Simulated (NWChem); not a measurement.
# MgSi2H6; SMILES [SiH3][Mg][SiH3]

Results from NWChem. Pople sets run with spherical d functions. Medium grid unless said otherwise, to which SCAN and Minnesota functionals are sensitive. Geometry: optimised at PBE-D3(BJ)/def2-SVP. B3LYP is NWChem's, with the RPA form of VWN correlation.

Problem. Order these by “highest occupied level (eV)”, lowest first: B97-D/6-31G*; B3LYP/6-31G*; MN15-L/6-31G*; Hartree-Fock/6-31G*.

Solution. Hartree-Fock/6-31G* (-8.67), B3LYP/6-31G* (-6.31), MN15-L/6-31G* (-5.92), B97-D/6-31G* (-5.51)
